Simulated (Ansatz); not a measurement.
Consider the substitution at a C–Sn bond: `[CH3][SnH2][CH]=O` + `[SiH3]S` → `O=CS[SiH3]` + `[CH3][SnH3]`.

Isolated molecules relaxed with PBE0-D4/def2-TZVP in Ansatz; ΔE leaves out vibrations. CCSD(T)/CBS is the MP2 limit (def2-TZVPP, def2-QZVPP) plus CCSD(T) − MP2 in def2-TZVPP, frozen cores. DFT in def2-TZVPP. B3LYP here is the variant with VWN-RPA as its local correlation; programs differ in this. Elements past krypton have def2 core potentials. For Sn outer-core shells are correlated without core-valence functions, which leaves a few kJ/mol of doubt a bond. Each species was taken in one conformer, which may not be the lowest.

`[CH3][SnH2][CH]=O`:

Cartesian coordinates in Å:
```
C 0.398 0.304 -1.545
Sn 0.235 -0.785 0.282
C -0.799 0.555 1.702
O -1.258 1.600 1.332
H 0.556 -0.374 -2.383
H -0.523 0.866 -1.701
H 1.232 1.003 -1.486
H -0.700 -2.208 0.099
H 1.761 -1.220 0.926
H -0.900 0.260 2.774
```

`[SiH3]S`:

```xyz
6

Si   -0.236   -0.208    0.424
S     0.805   -0.205   -1.443
H     0.552    0.459    1.491
H    -0.422   -1.641    0.752
H    -1.557    0.462    0.314
H     0.858    1.134   -1.538
```

`O=CS[SiH3]`:

Cartesian coordinates in Å:
```
O 0.809 -1.543 -0.461
C 1.488 -0.723 0.090
S 0.919 0.857 0.634
Si -1.115 0.582 -0.049
H 2.557 -0.881 0.315
H -1.745 -0.556 0.655
H -1.144 0.408 -1.518
H -1.771 1.856 0.335
```

`[CH3][SnH3]`:

Z-matrix (Å, degrees):
```
C
Sn 1 2.140
H 1 1.090 2 110.0
H 1 1.090 2 110.0 3 -120.0
H 1 1.090 2 110.0 3 120.0
H 2 1.709 1 110.1 3 -59.7
H 2 1.709 1 110.1 3 -179.7
H 2 1.709 1 110.1 3 60.3
```

CCSD(T)/CBS gives -7.6 kcal/mol.

(1) Another level gave -11.0 kcal/mol. Which?
A. PBE0/def2-TZVPP
B. B3LYP/def2-TZVPP
C. HF/def2-TZVPP
D. PBE-D4/def2-TZVPP

Largest T1 diagnostic among the species: 0.017.

Results:

(1) D. PBE-D4 -11.0, HF/def2-TZVPP -6.6, B3LYP -8.5, PBE0 -9.9 kcal/mol.

In def2-TZVPP, CCSD(T) changes the Hartree–Fock value by −1.6 kcal/mol (the triples alone add −1.0 kcal/mol) and MP2 by −2.9 kcal/mol. The D4 term adds −0.7 kcal/mol with B3LYP and −0.3 kcal/mol with PBE0; it sums over pairs of atoms, weighted by their polarisabilities, and B3LYP, whose exchange is more repulsive, gets the larger term.
